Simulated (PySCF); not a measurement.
## Basis-set dependence of population analyses: `C=C(F)[SiH2]CCl`

Compound: C3H6ClFSi.
SMILES with atom numbers: `[CH2:1]=[C:2]([F:3])[SiH2:4][CH2:5][Cl:6]` (hydrogens: H7, H8 on C1; H9, H10 on Si4; H11, H12 on C5)

Structure used (PBE0-D3(BJ)/def2-SVP), in Å, numbered top down from 1:
```xyz
12
C3H6ClFSi angstrom
C      2.2632    0.5286   -0.0888
C      0.9739    0.7243   -0.3619
F      0.5124    1.9807   -0.5367
Si    -0.3682   -0.5919   -0.5313
C     -1.7245   -0.2170    0.7299
Cl    -3.0517   -1.4058    0.5600
H      2.6409   -0.4844    0.0586
H      2.9614    1.3669   -0.0098
H     -0.9572   -0.5423   -1.8990
H      0.2425   -1.9244   -0.2642
H     -2.1393    0.7897    0.5748
H     -1.3441   -0.2728    1.7603
```

PBE0 throughout (PySCF), one geometry, spherical d and f functions. Isolated species at its PBE0-D3(BJ)/def2-SVP geometry (one conformer only). The first 7 of 10 kinds of atom are listed.

Mulliken charges (e):

| basis | functions | C1 | C2 | F3 | Si4 | C5 | Cl6 | H7 |
| --- | --- | --- | --- | --- | --- | --- | --- | --- |
| STO-3G | 44 | -0.213 | -0.075 | -0.079 | +0.635 | -0.282 | -0.163 | +0.081 |
| 6-31G | 74 | -0.387 | +0.076 | -0.322 | +0.729 | -0.819 | +0.014 | +0.182 |
| pcSseg-0 | 74 | -0.416 | -0.198 | -0.345 | +0.979 | -1.077 | -0.042 | +0.234 |
| 6-31G* | 104 | -0.453 | +0.240 | -0.316 | +0.475 | -0.664 | -0.056 | +0.194 |
| cc-pVDZ | 122 | -0.054 | -0.014 | -0.192 | +0.368 | -0.264 | -0.119 | +0.065 |
| def2-SVP | 122 | -0.105 | -0.015 | -0.225 | +0.503 | -0.280 | -0.160 | +0.070 |
| aug-cc-pVDZ | 200 | +0.609 | +0.506 | -0.537 | +0.056 | -0.082 | -0.136 | -0.397 |
| 6-311+G(2d,p) | 214 | -0.432 | +0.160 | -0.277 | +0.583 | -0.647 | +0.039 | +0.138 |
| def2-TZVP | 234 | -0.305 | +0.103 | -0.193 | +0.187 | -0.253 | -0.143 | +0.149 |
| cc-pVTZ | 272 | -0.296 | +0.098 | -0.180 | +0.251 | -0.220 | -0.153 | +0.138 |
| IGLO-III | 288 | -0.268 | +0.076 | -0.255 | +0.742 | -0.514 | -0.032 | +0.103 |
| pcSseg-2 | 314 | -0.127 | +0.022 | -0.260 | +0.592 | -0.193 | -0.158 | +0.083 |

IAO charges (e):

```json
{"basis": "STO-3G", "functions": "44", "C1": "-0.321", "C2": "-0.113", "F3": "-0.093", "Si4": "+0.745", "C5": "-0.509", "Cl6": "-0.075", "H7": "+0.133"}
{"basis": "6-31G", "functions": "74", "C1": "-0.346", "C2": "+0.018", "F3": "-0.255", "Si4": "+0.629", "C5": "-0.529", "Cl6": "-0.093", "H7": "+0.171"}
{"basis": "pcSseg-0", "functions": "74", "C1": "-0.335", "C2": "-0.001", "F3": "-0.240", "Si4": "+0.638", "C5": "-0.545", "Cl6": "-0.085", "H7": "+0.164"}
{"basis": "6-31G*", "functions": "104", "C1": "-0.342", "C2": "+0.020", "F3": "-0.265", "Si4": "+0.743", "C5": "-0.531", "Cl6": "-0.092", "H7": "+0.164"}
{"basis": "cc-pVDZ", "functions": "122", "C1": "-0.349", "C2": "+0.025", "F3": "-0.265", "Si4": "+0.735", "C5": "-0.521", "Cl6": "-0.094", "H7": "+0.166"}
{"basis": "def2-SVP", "functions": "122", "C1": "-0.338", "C2": "+0.019", "F3": "-0.266", "Si4": "+0.751", "C5": "-0.521", "Cl6": "-0.086", "H7": "+0.161"}
{"basis": "aug-cc-pVDZ", "functions": "200", "C1": "-0.355", "C2": "+0.029", "F3": "-0.281", "Si4": "+0.740", "C5": "-0.524", "Cl6": "-0.100", "H7": "+0.172"}
{"basis": "6-311+G(2d,p)", "functions": "214", "C1": "-0.353", "C2": "+0.021", "F3": "-0.282", "Si4": "+0.771", "C5": "-0.539", "Cl6": "-0.095", "H7": "+0.172"}
{"basis": "def2-TZVP", "functions": "234", "C1": "-0.354", "C2": "+0.021", "F3": "-0.281", "Si4": "+0.780", "C5": "-0.543", "Cl6": "-0.091", "H7": "+0.171"}
{"basis": "cc-pVTZ", "functions": "272", "C1": "-0.356", "C2": "+0.025", "F3": "-0.278", "Si4": "+0.766", "C5": "-0.539", "Cl6": "-0.094", "H7": "+0.171"}
{"basis": "IGLO-III", "functions": "288", "C1": "-0.356", "C2": "+0.021", "F3": "-0.282", "Si4": "+0.780", "C5": "-0.544", "Cl6": "-0.089", "H7": "+0.172"}
{"basis": "pcSseg-2", "functions": "314", "C1": "-0.354", "C2": "+0.021", "F3": "-0.281", "Si4": "+0.777", "C5": "-0.543", "Cl6": "-0.093", "H7": "+0.171"}
```

Hirshfeld charges (e):

| basis | functions | C1 | C2 | F3 | Si4 | C5 | Cl6 | H7 |
| --- | --- | --- | --- | --- | --- | --- | --- | --- |
| STO-3G | 44 | -0.111 | -0.024 | -0.040 | +0.393 | -0.003 | -0.192 | +0.025 |
| 6-31G | 74 | -0.109 | -0.012 | -0.096 | +0.301 | -0.107 | -0.087 | +0.060 |
| pcSseg-0 | 74 | -0.114 | -0.009 | -0.092 | +0.331 | -0.111 | -0.076 | +0.052 |
| 6-31G* | 104 | -0.109 | -0.011 | -0.084 | +0.298 | -0.103 | -0.091 | +0.058 |
| cc-pVDZ | 122 | -0.116 | -0.013 | -0.076 | +0.317 | -0.118 | -0.068 | +0.056 |
| def2-SVP | 122 | -0.117 | -0.008 | -0.084 | +0.323 | -0.122 | -0.059 | +0.055 |
| aug-cc-pVDZ | 200 | -0.119 | -0.016 | -0.090 | +0.325 | -0.140 | -0.055 | +0.060 |
| 6-311+G(2d,p) | 214 | -0.115 | -0.018 | -0.094 | +0.326 | -0.135 | -0.058 | +0.059 |
| def2-TZVP | 234 | -0.117 | -0.014 | -0.090 | +0.321 | -0.134 | -0.059 | +0.059 |
| cc-pVTZ | 272 | -0.118 | -0.012 | -0.086 | +0.320 | -0.132 | -0.062 | +0.058 |
| IGLO-III | 288 | -0.121 | -0.012 | -0.093 | +0.321 | -0.138 | -0.047 | +0.058 |
| pcSseg-2 | 314 | -0.118 | -0.013 | -0.091 | +0.327 | -0.139 | -0.057 | +0.059 |

ESP-fitted charges (e):

| basis | functions | C1 | C2 | F3 | Si4 | C5 | Cl6 | H7 |
| --- | --- | --- | --- | --- | --- | --- | --- | --- |
| STO-3G | 44 | -0.418 | +0.117 | -0.081 | +0.356 | -0.102 | -0.214 | +0.127 |
| 6-31G | 74 | -0.572 | +0.229 | -0.208 | +0.314 | -0.267 | -0.172 | +0.211 |
| pcSseg-0 | 74 | -0.603 | +0.225 | -0.210 | +0.370 | -0.321 | -0.163 | +0.219 |
| 6-31G* | 104 | -0.553 | +0.161 | -0.139 | +0.340 | -0.384 | -0.127 | +0.211 |
| cc-pVDZ | 122 | -0.542 | +0.172 | -0.145 | +0.309 | -0.357 | -0.114 | +0.204 |
| def2-SVP | 122 | -0.544 | +0.197 | -0.164 | +0.312 | -0.353 | -0.106 | +0.203 |
| aug-cc-pVDZ | 200 | -0.591 | +0.210 | -0.172 | +0.312 | -0.382 | -0.114 | +0.218 |
| 6-311+G(2d,p) | 214 | -0.610 | +0.216 | -0.174 | +0.314 | -0.409 | -0.106 | +0.227 |
| def2-TZVP | 234 | -0.600 | +0.211 | -0.167 | +0.315 | -0.373 | -0.109 | +0.223 |
| cc-pVTZ | 272 | -0.573 | +0.184 | -0.155 | +0.325 | -0.372 | -0.112 | +0.215 |
| IGLO-III | 288 | -0.586 | +0.198 | -0.166 | +0.346 | -0.467 | -0.078 | +0.218 |
| pcSseg-2 | 314 | -0.601 | +0.209 | -0.179 | +0.342 | -0.351 | -0.125 | +0.222 |

Q: Which scheme is steadiest as the basis changes?

A: Largest range over the bases for any column: Hirshfeld 0.14 e, IAO 0.19 e, ESP-fitted 0.36 e, Mulliken 1.06 e. Hirshfeld charges move least and Mulliken charges most, counted in e. Without the minimal STO-3G basis the ranges are Hirshfeld 0.04, IAO 0.15, ESP-fitted 0.20, Mulliken 1.06 e.

Q: How much do the charges still move between the two largest bases, IGLO-III and pcSseg-2?

A: At most, over all atoms: Mulliken 0.321 e, IAO 0.004 e, Hirshfeld 0.010 e, ESP-fitted 0.116 e.

Q: What do the same runs give for the total energy, the frontier levels and the dipole moment?

A: 
| basis | energy (Eh) | HOMO (eV) | LUMO (eV) | μ (D) |
| --- | --- | --- | --- | --- |
| STO-3G | -955.7582 | -4.83 | 3.37 | 1.69 |
| 6-31G | -966.7803 | -7.71 | -0.37 | 2.25 |
| pcSseg-0 | -965.5537 | -7.94 | -0.64 | 2.22 |
| 6-31G* | -966.8768 | -7.58 | -0.37 | 1.97 |
| cc-pVDZ | -966.9332 | -7.67 | -0.48 | 1.75 |
| def2-SVP | -966.5216 | -7.73 | -0.53 | 1.70 |
| aug-cc-pVDZ | -966.9543 | -7.85 | -0.79 | 1.86 |
| 6-311+G(2d,p) | -967.0125 | -7.87 | -0.84 | 1.87 |
| def2-TZVP | -967.0348 | -7.83 | -0.74 | 1.80 |
| cc-pVTZ | -967.0347 | -7.81 | -0.68 | 1.80 |
| IGLO-III | -967.0353 | -7.82 | -0.76 | 1.68 |
| pcSseg-2 | -967.0496 | -7.88 | -0.80 | 1.88 |

The dipole is fixed by the density alone, so its range of 0.57 D shows that the density itself changes with the basis, not only its division among atoms.
